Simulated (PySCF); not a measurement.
## Relaxation of singlet PSe₃⁻

Level of theory: PBE0/[P def2-SVPD, Se def2-SVPD], no relativity, density fitting, PySCF. A (50,194) grid was used.

A hand-made T-shaped start, of C2v symmetry, held to at least that symmetry:

Coordinates in bohr (charge -1 multiplicity 1):
```
P     0.0000    0.0000   -1.2472
Se    0.0000    0.0000    2.7023
Se    3.9471    0.0000   -1.1095
Se   -3.9471    0.0000   -1.1095
```

(1) What forces act on the atoms at the start (eV/Å)?

(2) What does it relax to?

(3) How much energy is released, and in how many steps?

## Answers

(1) 
| atom | Fx | Fy | Fz |
| --- | --- | --- | --- |
| P1 | 0.00 | 0.00 | 3.11 |
| Se2 | 0.00 | 0.00 | 3.95 |
| Se3 | 2.61 | 0.00 | -3.53 |
| Se4 | -2.61 | 0.00 | -3.53 |

(2) It ends at D3h with P–Se 2.113 Å (×3); Se–P–Se 120.0° (×3). A frequency run shows a minimum. Other isomers or separated fragments may lie lower.

(3) 381.9 kJ/mol in 8 steps.
